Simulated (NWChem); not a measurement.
The numbers come from NWChem runs, not from measurements. System: 1,3-disilacyclobutane (C₂H₈Si₂), charge 0, spin multiplicity 1, at a geometry optimised with PBE/def2-SVP. Level: BHandHLYP/def2-TZVP.

Job file:

```
start mol
memory heap 200 mb stack 900 mb global 1100 mb
geometry units angstroms nocenter noautoz
  C      0.000000     1.374723    -0.113120
  Si     1.328394     0.000000     0.053748
  C      0.000000    -1.374723    -0.113120
  Si    -1.328394     0.000000     0.053748
  H      0.000000     1.848199    -1.116968
  H      0.000000     2.179541     0.647370
  H      2.398210     0.000000    -1.009724
  H      1.994379     0.000000     1.405575
  H      0.000000    -1.848199    -1.116968
  H      0.000000    -2.179541     0.647370
  H     -2.398210     0.000000    -1.009724
  H     -1.994379     0.000000     1.405575
  symmetry group C2v
end
basis spherical
  * library def2-tzvp
end
dft
  xc bhlyp
  semidirect memsize 60000000 filesize 0
  iterations 100
end
task dft energy
```

Part of the output:

```
             Northwest Computational Chemistry Package (NWChem) 7.3.0
             --------------------------------------------------------

                                NWChem Input Module
                                -------------------

 Scaling coordinates for geometry "geometry" by  1.889725989
 (inverse scale =  0.529177249)

 Turning off AUTOSYM since
 SYMMETRY directive was detected!

                             Geometry "geometry" -> ""
                             -------------------------

 Output coordinates in angstroms (scale by  1.889725989 to convert to a.u.)

  No.       Tag          Charge          X              Y              Z
 ---- ---------------- ---------- -------------- -------------- --------------
    1 C                    6.0000     0.00000000     1.37472300    -0.11312000
    2 Si                  14.0000     1.32839400     0.00000000     0.05374800
    3 C                    6.0000     0.00000000    -1.37472300    -0.11312000
    4 Si                  14.0000    -1.32839400     0.00000000     0.05374800
    5 H                    1.0000     0.00000000     1.84819900    -1.11696800
    6 H                    1.0000     0.00000000     2.17954100     0.64737000
    7 H                    1.0000     2.39821000     0.00000000    -1.00972400
    8 H                    1.0000     1.99437900     0.00000000     1.40557500
    9 H                    1.0000     0.00000000    -1.84819900    -1.11696800
   10 H                    1.0000     0.00000000    -2.17954100     0.64737000
   11 H                    1.0000    -2.39821000     0.00000000    -1.00972400
   12 H                    1.0000    -1.99437900     0.00000000     1.40557500

 Effective nuclear repulsion energy (a.u.)     217.5427404522

            Nuclear Dipole moment (a.u.)
            ----------------------------
        X                 Y               Z
 ---------------- ---------------- ----------------
     0.0000000000     0.0000000000     0.0000188973

      Symmetry information
      --------------------

 Group name             C2v
 Group number             16
 Group order               4
 No. of unique centers     6

      Symmetry unique atoms

     1    2    5    6    7    8


 Summary of "ao basis" -> "" (spherical)
 ------------------------------------------------------------------------------
       Tag                 Description            Shells   Functions and Types
 ---------------- ------------------------------  ------  ---------------------
 *                         def2-tzvp                  on all atoms

                                 NWChem DFT Module
                                 -----------------

 Summary of "ao basis" -> "ao basis" (spherical)
 ------------------------------------------------------------------------------
       Tag                 Description            Shells   Functions and Types
 ---------------- ------------------------------  ------  ---------------------
 C                         def2-tzvp                11       31   5s3p2d1f
 Si                        def2-tzvp                13       37   5s5p2d1f
 H                         def2-tzvp                 4        6   3s1p

 Summary of "ao basis" -> "ao basis" (spherical)
 ------------------------------------------------------------------------------
       Tag                 Description            Shells   Functions and Types
 ---------------- ------------------------------  ------  ---------------------
 C                         def2-tzvp                11       31   5s3p2d1f
[...]
 d= 0,ls=0.0,diis     4   -660.0025826194 -3.52D-03  5.57D-05  1.07D-04    17.7
 d= 0,ls=0.0,diis     5   -660.0025964043 -1.38D-05  1.72D-05  1.99D-05    19.5
  Resetting Diis
 d= 0,ls=0.0,diis     6   -660.0025989805 -2.58D-06  2.59D-06  3.91D-07    21.2
 d= 0,ls=0.0,diis     7   -660.0025990371 -5.67D-08  4.94D-07  8.86D-09    22.9

         Total DFT energy =     -660.002599037133
      One electron energy =    -1343.048788721764
           Coulomb energy =      521.176265278405
    Exchange-Corr. energy =      -55.672816045984
 Nuclear repulsion energy =      217.542740452210

 Numeric. integr. density =       47.999984499855

     Total iterative time =     20.3s

                  Occupations of the irreducible representations
                  ----------------------------------------------

                     irrep           alpha         beta
                     --------     --------     --------
                     a1               10.0         10.0
                     a2                2.0          2.0
                     b1                7.0          7.0
                     b2                5.0          5.0

                       DFT Final Molecular Orbital Analysis
                       ------------------------------------

 Vector   22  Occ=2.000000D+00  E=-3.674067D-01  Symmetry=b2
              MO Center=  7.7D-15,  7.5D-15, -6.0D-02, r^2= 3.1D+00
   Bfn.  Coefficient  Atom+Function         Bfn.  Coefficient  Atom+Function
  ----- ------------  ---------------      ----- ------------  ---------------
     7      0.243040   1 C  py               75      0.243040   3 C  py
    10      0.205817   1 C  py               78      0.205817   3 C  py
    47     -0.161791   2 Si py              115     -0.161791   4 Si py
    13      0.122738   1 C  py               81      0.122738   3 C  py
   144      0.105696   6 H  s               168     -0.105696  10 H  s

 Vector   23  Occ=2.000000D+00  E=-3.495521D-01  Symmetry=a2
              MO Center= -1.4D-15, -6.6D-14, -6.8D-02, r^2= 3.1D+00
   Bfn.  Coefficient  Atom+Function         Bfn.  Coefficient  Atom+Function
  ----- ------------  ---------------      ----- ------------  ---------------
     6      0.227662   1 C  px               74     -0.227662   3 C  px
    47      0.218721   2 Si py              115     -0.218721   4 Si py
     9      0.208757   1 C  px               77     -0.208757   3 C  px
    12      0.131606   1 C  px               80     -0.131606   3 C  px
    38     -0.090430   2 Si py               44      0.090139   2 Si py

 Vector   24  Occ=2.000000D+00  E=-3.225795D-01  Symmetry=b1
              MO Center= -5.6D-15,  6.4D-14, -8.4D-02, r^2= 4.2D+00
   Bfn.  Coefficient  Atom+Function         Bfn.  Coefficient  Atom+Function
  ----- ------------  ---------------      ----- ------------  ---------------
     6      0.205985   1 C  px               74      0.205985   3 C  px
     9      0.188289   1 C  px               77      0.188289   3 C  px
    46     -0.184332   2 Si px              114     -0.184332   4 Si px
    12      0.132756   1 C  px               80      0.132756   3 C  px
   150     -0.121006   7 H  s               174      0.121006  11 H  s

 Vector   25  Occ=0.000000D+00  E= 2.678314D-02  Symmetry=b2
              MO Center= -3.9D-15,  3.5D-16,  6.5D-02, r^2= 8.4D+00
   Bfn.  Coefficient  Atom+Function         Bfn.  Coefficient  Atom+Function
  ----- ------------  ---------------      ----- ------------  ---------------
     5      2.204687   1 C  s                73     -2.204687   3 C  s
    50     -1.118958   2 Si py              118     -1.118958   4 Si py
   139     -0.332202   5 H  s               163      0.332202   9 H  s
    47     -0.319150   2 Si py              115     -0.319150   4 Si py
   145     -0.317610   6 H  s               169      0.317610  10 H  s

 Vector   26  Occ=0.000000D+00  E= 5.015457D-02  Symmetry=a1
              MO Center= -1.4D-13,  1.6D-14, -2.2D-01, r^2= 7.3D+00
   Bfn.  Coefficient  Atom+Function         Bfn.  Coefficient  Atom+Function
  ----- ------------  ---------------      ----- ------------  ---------------
     5      2.135918   1 C  s                73      2.135918   3 C  s
   139     -1.083035   5 H  s               163     -1.083035   9 H  s
    49      1.026559   2 Si px              117     -1.026559   4 Si px
   151     -0.698373   7 H  s               175     -0.698373  11 H  s
    14     -0.409618   1 C  pz               82     -0.409618   3 C  pz

 Vector   27  Occ=0.000000D+00  E= 5.905709D-02  Symmetry=a1
              MO Center= -2.4D-14, -1.2D-13, -6.6D-02, r^2= 6.1D+00
   Bfn.  Coefficient  Atom+Function         Bfn.  Coefficient  Atom+Function
  ----- ------------  ---------------      ----- ------------  ---------------
     5      1.369895   1 C  s                73      1.369895   3 C  s
   145     -1.182825   6 H  s               169     -1.182825  10 H  s
   157     -0.711217   8 H  s               181     -0.711217  12 H  s
    51      0.555419   2 Si pz              119      0.555419   4 Si pz
    49      0.342873   2 Si px              117     -0.342873   4 Si px

 center of mass
 --------------
 x =   0.00000000 y =   0.00000000 z =   0.00308912

 moments of inertia (a.u.)
 ------------------
         255.981922612199           0.000000000000           0.000000000000
           0.000000000000         457.858016068327           0.000000000000
           0.000000000000           0.000000000000         643.381047902251

     Multipole analysis of the density
     ---------------------------------

     L   x y z        total         alpha         beta         nuclear
     -   - - -        -----         -----         ----         -------
     0   0 0 0      0.000000    -24.000000    -24.000000     48.000000

     1   1 0 0     -0.000000     -0.000000     -0.000000      0.000000
     1   0 1 0      0.000000      0.000000      0.000000      0.000000
     1   0 0 1     -0.099924     -0.049971     -0.049971      0.000019

     2   2 0 0    -33.675218   -139.802878   -139.802878    245.930539
     2   1 1 0      0.000000      0.000000      0.000000      0.000000
     2   1 0 1     -0.000000     -0.000000     -0.000000      0.000000
     2   0 2 0    -30.761881    -85.036044    -85.036044    139.310208
     2   0 1 1     -0.000000     -0.000000     -0.000000      0.000000
     2   0 0 2    -31.449986    -32.791501    -32.791501     34.133016

 Task  times  cpu:       23.0s     wall:       23.0s

 Total times  cpu:       23.1s     wall:       23.1s
```
